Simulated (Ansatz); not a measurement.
CH4FGa, SMILES `F[CH2][GaH2]`: the same geometry under several functionals.

```yaml
crystal:
  periodic: [false, false, false]
  atoms:
    - {symbol: F, position_ang: [-1.008492, 0.283600, -1.439191]}
    - {symbol: C, position_ang: [-0.657242, -0.522893, -0.341493]}
    - {symbol: Ga, position_ang: [0.815843, 0.507619, 0.543070]}
    - {symbol: H, position_ang: [-0.356097, -1.498145, -0.731682]}
    - {symbol: H, position_ang: [-1.551691, -0.651430, 0.272865]}
    - {symbol: H, position_ang: [0.461303, 1.583110, 1.629516]}
    - {symbol: H, position_ang: [2.296386, 0.298140, 0.066904]}
basis:
  gaussian: {orbitals: def2-TZVPP}
hamiltonian: {xc: r2scan, dispersion: d4}
output: {forces: true, orbitals: {seedname: orbitals}}
```

```sh
$ ansatz run in.yaml --threads 2 --pin off --events-out ev --progress --plain --max-ram 32768MiB --backend cpu
```

Shortened log:

```
Functional definition: r2SCAN
940 factors; their error is unknown
mean field evaluation 1: about -56190.9627 eV, gradient 4.9e1 eV
mean field evaluation 2: about -56185.8436 eV, gradient 7.2e1 eV
mean field evaluation 4: about -56195.4846 eV, gradient 4.5e0 eV
mean field evaluation 8: about -56195.5159 eV, gradient 8.7e-2 eV
mean field evaluation 16: about -56195.4936 eV, gradient 7.4e-5 eV
mean field -56195.49362889 eV, -2065.1463001880 hartree, gradient 8.5e-6 eV, S^2 0.000000; 0 other end points of the search recorded, 0 dependent functions left out
reference -56195.49364034 eV, -2065.1463006090 hartree; 25, 25 occupied and 141, 141 virtual orbitals, 940 factors
Total energy: -56195.51589383 eV, -2065.1471184096 hartree
Atom 0 at    -1.008492     0.283600    -1.439191 Å, force    -0.055671     0.217164    -0.249898 eV/Å
Atom 1 at    -0.657242    -0.522893    -0.341493 Å, force     0.095589    -0.217557     0.297394 eV/Å
Atom 2 at     0.815843     0.507619     0.543070 Å, force     0.062114     0.050125     0.031207 eV/Å
Atom 3 at    -0.356097    -1.498145    -0.731682 Å, force    -0.008808     0.002136    -0.005013 eV/Å
Atom 4 at    -1.551691    -0.651430     0.272865 Å, force    -0.003498    -0.001433    -0.009995 eV/Å
Atom 5 at     0.461303     1.583110     1.629516 Å, force     0.023061    -0.072804    -0.089198 eV/Å
Atom 6 at     2.296386     0.298140     0.066904 Å, force    -0.112786     0.022367     0.025503 eV/Å
Dipole moment:     0.038846    -0.237085     0.245936 e Å
```

Hardware: 2 threads of an AMD EPYC 7R13 on a shared host. Wall time 3.6 s, peak host memory 0.44 GiB.

With the line `hamiltonian: {xc: {name: B2PLYP}}` and no forces (abridged; 4.1 s):

```
Functional definition: B2PLYP
mean field evaluation 16: about -56179.3537 eV, gradient 3.1e-6 eV
mean field -56179.35366626 eV, -2064.5531675015 hartree, gradient 3.5e-6 eV, S^2 0.000000
11 core orbitals not correlated: weight in the atoms' cores, before any rotation towards them, 1.000 or more for the frozen orbitals, at most 0.000 for the correlated occupied ones
second order -21.58799807 eV of doubles, -0.00000000 eV of singles
Total energy: -56185.18257959 eV, -2064.7673761153 hartree
```

With the line `hamiltonian: {xc: {name: CAM-B3LYP}, dispersion: d4}` and no forces (abridged; 3.1 s):

```
Functional definition: CAM-B3LYP
mean field evaluation 16: about -56199.6770 eV, gradient 2.5e-5 eV
mean field -56199.67700023 eV, -2065.3000362492 hartree, gradient 2.5e-5 eV, S^2 0.000000
Total energy: -56199.75934209 eV, -2065.3030622566 hartree
```

The same input with `hamiltonian: {xc: {name: r2SCANh}, dispersion: d4}` and no forces (abridged; 3.8 s):

```
Functional definition: r2SCANh
mean field evaluation 16: about -56194.9996 eV, gradient 6.6e-5 eV
mean field -56194.99955724 eV, -2065.1281433898 hartree, gradient 6.6e-5 eV, S^2 0.000000
Total energy: -56195.02333145 eV, -2065.1290170758 hartree
```

With the line `hamiltonian: {xc: {name: PBE-QIDH}}` and no forces (abridged; 4 s):

```
Functional definition: PBE-QIDH
mean field evaluation 16: about -56170.4012 eV, gradient 1.7e-5 eV
mean field -56170.40122201 eV, -2064.2241712434 hartree, gradient 2.8e-6 eV, S^2 0.000000
11 core orbitals not correlated: weight in the atoms' cores, before any rotation towards them, 1.000 or more for the frozen orbitals, at most 0.000 for the correlated occupied ones
second order -20.03913221 eV of doubles, -0.00000000 eV of singles
Total energy: -56177.08094433 eV, -2064.4696465108 hartree
```

The same input with `hamiltonian: {xc: {name: B3LYP}, dispersion: d4}` (abridged; 3.2 s):

```
Functional definition: B3LYP
mean field evaluation 16: about -56199.2384 eV, gradient 4.2e-5 eV
mean field -56199.23841589 eV, -2065.2839185719 hartree, gradient 4.2e-5 eV, S^2 0.000000
Total energy: -56199.39717464 eV, -2065.2897528486 hartree
Atom 0 force    -0.103581     0.233040    -0.320174 eV/Å
Atom 1 force    -0.054273    -0.376290     0.252823 eV/Å
Atom 2 force     0.137193     0.085907     0.090399 eV/Å
Atom 3 force    -0.026728     0.058149     0.029023 eV/Å
Atom 4 force     0.056673    -0.000802    -0.041472 eV/Å
Atom 5 force     0.002607    -0.005147    -0.011134 eV/Å
Atom 6 force    -0.011891     0.005142     0.000534 eV/Å
Dipole moment:     0.050197    -0.241443     0.263105 e Å
```

B3LYP takes the VWN-RPA correlation (the form of Gaussian; ORCA's B3LYP/G).
